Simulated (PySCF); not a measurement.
**Magnetisability: `CCOS(=O)(=O)CC=O`, C4H8O4S**

Molfile (atoms numbered from 1):
```
C4H8O4S
     RDKit          3D

 17 16  0  0  0  0  0  0  0  0999 V2000
   -2.5339    0.1603   -0.0749 C   0  0  0  0  0  0  0  0  0  0  0  0
   -1.4297   -0.5885    0.6518 C   0  0  0  0  0  0  0  0  0  0  0  0
   -0.1942    0.1251    0.6100 O   0  0  0  0  0  0  0  0  0  0  0  0
    0.5298    0.1934   -0.8250 S   0  0  0  0  0  6  0  0  0  0  0  0
    0.3502   -1.0572   -1.4923 O   0  0  0  0  0  0  0  0  0  0  0  0
    0.1764    1.3852   -1.5168 O   0  0  0  0  0  0  0  0  0  0  0  0
    2.2433    0.3129   -0.2159 C   0  0  0  0  0  0  0  0  0  0  0  0
    2.2960    1.5577    0.6029 C   0  0  0  0  0  0  0  0  0  0  0  0
    2.8274    2.5752    0.2674 O   0  0  0  0  0  0  0  0  0  0  0  0
   -2.6695    1.1473    0.3605 H   0  0  0  0  0  0  0  0  0  0  0  0
   -2.2638    0.2784   -1.1213 H   0  0  0  0  0  0  0  0  0  0  0  0
   -3.4650   -0.3957   -0.0023 H   0  0  0  0  0  0  0  0  0  0  0  0
   -1.2676   -1.5699    0.1936 H   0  0  0  0  0  0  0  0  0  0  0  0
   -1.6536   -0.7058    1.7153 H   0  0  0  0  0  0  0  0  0  0  0  0
    2.8904    0.3648   -1.0874 H   0  0  0  0  0  0  0  0  0  0  0  0
    2.3998   -0.5906    0.3618 H   0  0  0  0  0  0  0  0  0  0  0  0
    1.7571    1.4689    1.5628 H   0  0  0  0  0  0  0  0  0  0  0  0
  1  2  1  0
  2  3  1  0
  3  4  1  0
  4  5  2  0
  4  6  2  0
  4  7  1  0
  7  8  1  0
  8  9  2  0
  1 10  1  0
  1 11  1  0
  1 12  1  0
  2 13  1  0
  2 14  1  0
  7 15  1  0
  7 16  1  0
  8 17  1  0
M  END
```

The calculation used GIAO HF/pcSseg-1 magnetisability, rotational g tensor and spin-rotation constants, non-relativistic, gas phase (PySCF 2.14.0). Geometry: GFN2-xTB.

Question: How diamagnetic is it, and how anisotropic?

Answer: Isotropic -1255 × 10⁻³⁰ J/T², or -75.6 × 10⁻⁶ cm³/mol; principal values -1448, -1197, -1120 × 10⁻³⁰ J/T², anisotropy 296 × 10⁻³⁰ J/T² (root of half the summed squared differences of the principal values). The susceptibility is in cgs units.

Question: Split it along the inertial axes a, b, c into diamagnetic and paramagnetic parts about the centre of mass, with the quadrupole moment.

Answer: 
| axis | χ (10⁻⁶ cm³/mol) | diamagnetic (10⁻⁶ cm³/mol) | paramagnetic (10⁻⁶ cm³/mol) | summed x² of all electrons (Å²) | quadrupole Θ (D Å) |
| --- | --- | --- | --- | --- | --- |
| a | -77.0 | -575.8 | 498.8 | 262.5 | +1.50 |
| b | -71.8 | -1352.4 | 1280.6 | 79.4 | -1.48 |
| c | -78.0 | -1450.7 | 1372.8 | 56.3 | -0.02 |

Anisotropies 2χaa − χbb − χcc = -4.2 and 2χbb − χaa − χcc = +11.3 × 10⁻⁶ cm³/mol. Θ is traceless in Buckingham's convention.

Question: And the rotational g tensor?

Answer: 
```csv
axis,rotational constant (GHz),g,nuclear part,electronic part
a,2.5765,-0.0420,0.5618,-0.6037
b,0.9575,-0.0171,0.5589,-0.5761
c,0.8832,-0.0136,0.5560,-0.5696
```
Asymmetric top; isotopes 12C, 1H, 16O, 32S; no vibrational averaging.
